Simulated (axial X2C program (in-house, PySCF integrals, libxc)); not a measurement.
## Spin–orbit effects down a group: homonuclear dimers (ions), MP2

All values come from calculations with an in-house relativistic program for diatomic molecules, spin-free (one-electron X2C) or two-component (2c: spin–orbit coupling with atomic mean-field Coulomb and Gaunt terms, which also bring small scalar terms), in Dyall basis sets with cores contracted in-house; open shells are unrestricted.

Basis sets: O dyall-av3z, S dyall-av3z, Se dyall-acv3z. Frozen shells (counts by l): O₂⁻ O 1s, 13 electrons correlated; S₂⁻ S 2s1p, 13 electrons correlated; Se₂⁻ Se 3s2p1d, 13 electrons correlated. Where the outer core of a metal is frozen, bonds come out longer and ionisation energies lower.

| molecule | spin-free state | Re (Å) | ωe (cm⁻¹) | De (eV) | 2c state | Re 2c (Å) | ωe 2c (cm⁻¹) | De 2c (eV) |
| --- | --- | --- | --- | --- | --- | --- | --- | --- |
| O₂⁻ | M_S = 1/2, Λ = 1 | 1.358 | 1085.0 | 4.38 | Ω = 3/2 | 1.358 | 1085.2 | 4.39 |
| S₂⁻ | M_S = 1/2, Λ = 1 | 2.016 | 582.0 | 3.99 | Ω = 3/2 | 2.017 | 581.9 | 3.97 |
| Se₂⁻ | M_S = 1/2, Λ = 1 | 2.286 | 320.1 | 3.36 | Ω = 3/2 | 2.288 | 319.4 | 3.26 |

**Question.** Work out the shifts from the spin-free to the two-component result.

**Answer.** 

```json
{"molecule": "O₂⁻", "2c state": "Ω = 3/2", "ΔRe (Å)": "0.000", "Δωe (cm⁻¹)": "0.2", "ΔDe (eV)": "0.01"}
{"molecule": "S₂⁻", "2c state": "Ω = 3/2", "ΔRe (Å)": "0.001", "Δωe (cm⁻¹)": "-0.1", "ΔDe (eV)": "-0.02"}
{"molecule": "Se₂⁻", "2c state": "Ω = 3/2", "ΔRe (Å)": "0.002", "Δωe (cm⁻¹)": "-0.7", "ΔDe (eV)": "-0.10"}
```

Shifts of one unit in the last digit are rounding.

Fragments in 2c: O- + O, S- + S, Se- + Se. Each entry is the lowest single determinant of a limited PBE0 search at one distance. De goes to single-determinant-based atoms at the same level (for ions the charge split of lowest energy) and is withheld (n/a) where an atom does not fit its ground term or J level. Main or longest-lived isotopes.
